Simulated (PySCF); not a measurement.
A geometry optimisation, step by step.

C₇H₇Br.
Bonds: C1–C2, C2–C3 (double), C3–C4 (double), C4–C5 (double), C5–C6 (double), C6–C7, C6–Br8. Hydrogens: H9, H10, H11 on C1; H12 on C2; H13, H14, H15 on C7.

Method: PySCF, PBE0-D3(BJ)/def2-SVP geometry optimisation, gas phase; density fitting, grid level 2; the optimiser is geomeTRIC in internal coordinates, started from a GFN2-xTB structure. 8 of its 9 geometries are shown. The frame can shift and turn from step to step; on so coarse a grid that alone can change the energy by a few meV, and forces under 0.02 eV/Å are noise.

Step 0: E = -77385.6169 eV, largest atomic force 1.004 eV/Å
```
atom  x, y, z in Å  |  force x, y, z in eV/Å
C1     -3.541    0.585   -0.211    0.304  -0.243   0.140
C2     -2.597   -0.411    0.380   -0.569   0.383  -0.246
C3     -1.295   -0.295    0.365   -0.222  -0.097   0.119
C4     -0.034   -0.160    0.353    0.006  -0.091  -0.125
C5      1.232   -0.066    0.297    0.295   0.175   0.227
C6      2.526    0.075    0.318    0.907   0.271   0.332
C7      3.506   -0.394   -0.698   -0.189   0.126   0.262
Br8     3.341    0.999    1.832   -0.279  -0.269  -0.441
H9     -4.215    0.959    0.559   -0.305   0.167   0.245
H10    -4.149    0.108   -0.980   -0.284  -0.121  -0.290
H11    -3.004    1.422   -0.651    0.139   0.317  -0.170
H12    -3.049   -1.281    0.843   -0.120  -0.476   0.259
H13     4.061    0.451   -1.107    0.217   0.268  -0.152
H14     4.225   -1.076   -0.241    0.269  -0.232   0.122
H15     2.989   -0.907   -1.506   -0.170  -0.179  -0.281
```

Step 1: E = -77385.6410 eV, largest atomic force 0.400 eV/Å
```
atom  x, y, z in Å  |  force x, y, z in eV/Å
C1     -3.577    0.497   -0.235   -0.083   0.076  -0.022
C2     -2.621   -0.410    0.467   -0.007  -0.147   0.053
C3     -1.308   -0.296    0.440    0.008  -0.035  -0.072
C4     -0.033   -0.165    0.393   -0.044   0.025   0.154
C5      1.237    0.001    0.370    0.146  -0.009  -0.093
C6      2.535    0.203    0.281   -0.210   0.010  -0.340
C7      3.469   -0.432   -0.695    0.063   0.000  -0.038
Br8     3.326    1.533    1.371    0.131   0.084   0.328
H9     -4.295    0.916    0.491    0.018  -0.001  -0.054
H10    -4.170   -0.050   -0.988    0.018  -0.018   0.022
H11    -3.057    1.327   -0.732   -0.014  -0.025  -0.008
H12    -3.051   -1.235    1.056    0.022   0.100   0.028
H13     4.056    0.345   -1.212   -0.029  -0.057  -0.011
H14     4.185   -1.094   -0.178   -0.011   0.016   0.005
H15     2.915   -1.020   -1.439   -0.008  -0.019   0.049
```

Step 2: E = -77385.6684 eV, largest atomic force 0.107 eV/Å
```
atom  x, y, z in Å  |  force x, y, z in eV/Å
C1     -3.589    0.478   -0.247    0.012   0.024   0.003
C2     -2.612   -0.393    0.478   -0.005  -0.050   0.024
C3     -1.300   -0.268    0.444    0.006   0.013  -0.063
C4     -0.026   -0.126    0.396   -0.035   0.032   0.093
C5      1.245    0.040    0.361    0.055   0.073  -0.043
C6      2.543    0.230    0.271   -0.053  -0.027  -0.068
C7      3.460   -0.424   -0.710    0.053   0.046   0.048
Br8     3.384    1.458    1.471   -0.031  -0.102  -0.006
H9     -4.309    0.917    0.464    0.002   0.003  -0.007
H10    -4.177   -0.109   -0.972    0.010  -0.018   0.009
H11    -3.085    1.293   -0.783    0.003  -0.008  -0.011
H12    -3.030   -1.204    1.093   -0.003   0.010   0.014
H13     4.075    0.330   -1.223   -0.007  -0.003  -0.021
H14     4.148   -1.116   -0.197    0.006   0.014   0.010
H15     2.883   -0.988   -1.456   -0.013  -0.008   0.020
```

Step 3: E = -77385.6730 eV, largest atomic force 0.169 eV/Å
```
atom  x, y, z in Å  |  force x, y, z in eV/Å
C1     -3.596    0.470   -0.247   -0.030  -0.024   0.019
C2     -2.619   -0.385    0.497    0.029   0.059  -0.030
C3     -1.309   -0.246    0.445    0.033  -0.028   0.026
C4     -0.037   -0.097    0.387    0.002   0.021   0.037
C5      1.235    0.062    0.335   -0.022  -0.028  -0.165
C6      2.535    0.229    0.244    0.082  -0.018   0.120
C7      3.476   -0.417   -0.718   -0.095  -0.033  -0.013
Br8     3.380    1.381    1.513    0.025   0.047   0.037
H9     -4.313    0.934    0.450   -0.010   0.010   0.006
H10    -4.186   -0.142   -0.950   -0.011   0.000  -0.005
H11    -3.092    1.265   -0.813    0.007  -0.006  -0.002
H12    -3.029   -1.183    1.132    0.000  -0.014  -0.017
H13     4.104    0.337   -1.217   -0.019   0.017  -0.006
H14     4.150   -1.112   -0.191    0.002   0.017   0.009
H15     2.912   -0.977   -1.476    0.007  -0.020  -0.018
```

Step 5: E = -77385.6765 eV, largest atomic force 0.051 eV/Å
```
atom  x, y, z in Å  |  force x, y, z in eV/Å
C1     -3.603    0.468   -0.245   -0.016  -0.007  -0.001
C2     -2.609   -0.378    0.484    0.003   0.007  -0.006
C3     -1.300   -0.228    0.431    0.005  -0.011   0.011
C4     -0.029   -0.074    0.377    0.004   0.005   0.025
C5      1.244    0.076    0.329   -0.013   0.039  -0.013
C6      2.547    0.231    0.261   -0.018  -0.023   0.019
C7      3.467   -0.426   -0.713    0.040   0.012   0.007
Br8     3.401    1.377    1.530   -0.018  -0.036  -0.032
H9     -4.319    0.920    0.461    0.002   0.004  -0.002
H10    -4.194   -0.148   -0.945   -0.006   0.004   0.003
H11    -3.114    1.270   -0.813   -0.001  -0.003   0.001
H12    -3.006   -1.190    1.112    0.005   0.003  -0.011
H13     4.083    0.326   -1.230    0.000  -0.001  -0.013
H14     4.152   -1.113   -0.191    0.014   0.007  -0.005
H15     2.892   -0.993   -1.458   -0.001  -0.001   0.016
```

Step 6: E = -77385.6777 eV, largest atomic force 0.038 eV/Å
```
atom  x, y, z in Å  |  force x, y, z in eV/Å
C1     -3.615    0.470   -0.241    0.006   0.000  -0.009
C2     -2.609   -0.372    0.478   -0.008  -0.014  -0.001
C3     -1.301   -0.217    0.422   -0.003   0.010  -0.001
C4     -0.029   -0.062    0.368   -0.004  -0.008   0.009
C5      1.244    0.079    0.316    0.030   0.017   0.008
C6      2.550    0.221    0.261   -0.031  -0.004  -0.022
C7      3.477   -0.431   -0.710    0.022   0.014   0.012
Br8     3.398    1.363    1.537   -0.008  -0.026  -0.009
H9     -4.325    0.920    0.474    0.005   0.002   0.001
H10    -4.211   -0.147   -0.934    0.000   0.001   0.006
H11    -3.136    1.275   -0.814   -0.001   0.001   0.001
H12    -2.998   -1.190    1.101    0.001   0.005  -0.001
H13     4.079    0.326   -1.237   -0.005  -0.001  -0.005
H14     4.176   -1.101   -0.185    0.004   0.007   0.000
H15     2.909   -1.015   -1.447   -0.006  -0.004   0.012
```

Step 7: E = -77385.6784 eV, largest atomic force 0.021 eV/Å
```
atom  x, y, z in Å  |  force x, y, z in eV/Å
C1     -3.618    0.473   -0.239    0.001  -0.001  -0.005
C2     -2.611   -0.370    0.476   -0.002  -0.003  -0.007
C3     -1.303   -0.214    0.419    0.002   0.006   0.007
C4     -0.031   -0.060    0.364   -0.005  -0.012  -0.010
C5      1.242    0.078    0.307    0.008  -0.001   0.019
C6      2.549    0.215    0.259   -0.007   0.005  -0.015
C7      3.482   -0.432   -0.709    0.005   0.002  -0.002
Br8     3.393    1.346    1.545    0.003  -0.001   0.008
H9     -4.320    0.928    0.479    0.002   0.003   0.002
H10    -4.221   -0.144   -0.926   -0.001   0.000   0.003
H11    -3.139    1.274   -0.818    0.000   0.001   0.001
H12    -2.998   -1.191    1.098   -0.002   0.002   0.001
H13     4.067    0.330   -1.249   -0.004  -0.001  -0.003
H14     4.197   -1.083   -0.181    0.001   0.004   0.000
H15     2.919   -1.034   -1.436   -0.001  -0.005   0.003
```

Step 8: E = -77385.6787 eV, largest atomic force 0.020 eV/Å
```
atom  x, y, z in Å  |  force x, y, z in eV/Å
C1     -3.615    0.478   -0.239   -0.002   0.000   0.000
C2     -2.613   -0.372    0.475    0.003   0.002  -0.006
C3     -1.304   -0.219    0.420    0.001   0.002   0.007
C4     -0.032   -0.067    0.366   -0.001  -0.008  -0.017
C5      1.241    0.071    0.307    0.001  -0.005   0.019
C6      2.547    0.210    0.259    0.003   0.004  -0.010
C7      3.483   -0.430   -0.710   -0.006  -0.002  -0.004
Br8     3.388    1.342    1.548    0.004   0.005   0.010
H9     -4.313    0.939    0.480    0.001   0.002   0.001
H10    -4.225   -0.136   -0.923   -0.001   0.000   0.001
H11    -3.132    1.274   -0.819    0.000   0.000  -0.001
H12    -3.004   -1.192    1.096   -0.002   0.001   0.000
H13     4.052    0.335   -1.262   -0.003   0.001  -0.002
H14     4.212   -1.065   -0.181    0.000   0.002   0.001
H15     2.924   -1.048   -1.426    0.001  -0.003  -0.001
```

Task: Summarise the path.

Result: The energy falls by 0.0618 eV from step 0 to step 8; nine tenths of that is first reached at step 3. It falls at every step. The largest force goes from 1.004 to 0.020 eV/Å. Among the bonds C6–Br8 changes most, from 1.952 to 1.910 Å; the atoms move by 0.048 Å rms after alignment.

Task: Follow the three bonds and two angles with the largest change from start to end.

Result: 
```csv
step,E above end (eV),largest force (eV/Å),C6–Br8 (Å),C2–H12 (Å),C3=C4 (Å),C4–C5–C6 (°),C3–C4–C5 (°)
0,0.0618,1.004,1.952,1.084,1.269,175.9,177.2
1,0.0376,0.400,1.893,1.102,1.282,176.8,178.1
2,0.0103,0.107,1.912,1.100,1.282,177.5,178.8
3,0.0057,0.169,1.910,1.099,1.282,178.3,179.5
4,0.0033,0.090,1.911,1.099,1.282,178.7,179.7
5,0.0022,0.051,1.912,1.100,1.282,179.2,179.7
6,0.0009,0.038,1.911,1.100,1.282,179.8,179.4
7,0.0003,0.021,1.910,1.100,1.282,179.5,179.3
8,0.0000,0.020,1.910,1.100,1.282,179.5,179.3
```

What follows is the cost of the whole optimisation. Time: 2.7 min wall; peak memory 0.83 GiB. Hardware: an Intel Xeon Platinum 8259CL at 2.50 GHz with one thread, shared host with 48 logical CPUs at a one-minute load of 24.
